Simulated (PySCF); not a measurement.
# The 19-electron isoelectronic series, spin-free X2C

All values are computed (PySCF 2.14, energy differences of UHF-based or UKS calculations, no spin-orbit coupling). Each ion has its own even-tempered basis scaled to its charge (18s12p7d4f3g for the first); frozen: [Ne]. Ionisation energies in eV, correlation energies of the ion in mhartree.

```csv
ion,configuration,UHF,LDA,PBE,PBE0,r2SCAN,MP2 (outer shells),E_corr MP2,"NIST (with spin-orbit, Breit and QED)"
Xe³⁵⁺,[Ar] 3d1 (2D),2290.4,2291.4,2292.3,2292.2,2292.8,2290.3,-458.7,2300 ± 5 (t)
Cs³⁶⁺,[Ar] 3d1 (2D),2411.3,2412.3,2413.2,2413.1,2413.7,2411.1,-461.4,2422 ± 5 (t)
Ba³⁷⁺,[Ar] 3d1 (2D),2535.3,2536.2,2537.1,2537.0,2537.7,2535.1,-464.2,2547 ± 4 (t)
La³⁸⁺,[Ar] 3d1 (2D),2662.3,2663.3,2664.2,2664.1,2664.8,2662.1,-466.8,2674 ± 4 (t)
Ce³⁹⁺,[Ar] 3d1 (2D),2792.5,2793.4,2794.3,2794.2,2794.9,2792.2,-470.0,2806 ± 4 (t)
Pr⁴⁰⁺,[Ar] 3d1 (2D),2925.7,2926.6,2927.5,2927.5,2928.2,2925.4,-472.0,2941 ± 4 (t)
Nd⁴¹⁺,[Ar] 3d1 (2D),3062.0,3062.8,3063.9,3063.8,3064.5,3061.7,-474.4,3078 ± 4 (t)
Pm⁴²⁺,[Ar] 3d1 (2D),3201.4,3202.2,3203.3,3203.2,3203.9,3201.1,-476.9,3219 ± 4 (t)
Sm⁴³⁺,[Ar] 3d1 (2D),3344.0,3344.7,3345.8,3345.8,3346.5,3343.7,-479.3,3363 ± 4 (t)
Eu⁴⁴⁺,[Ar] 3d1 (2D),3489.6,3490.3,3491.4,3491.3,3492.1,3489.2,-481.0,3510 ± 4 (t)
```

Each ion has its own basis, which adds noise of up to about 0.1 % along the series.

NIST values marked (s) are semi-empirical, (t) theoretical. Open shells are high-spin determinants of the terms that Hund's rules give.

Spin-orbit coupling of the open shells is absent from the calculated values and included in NIST's; it grows fast with Z.
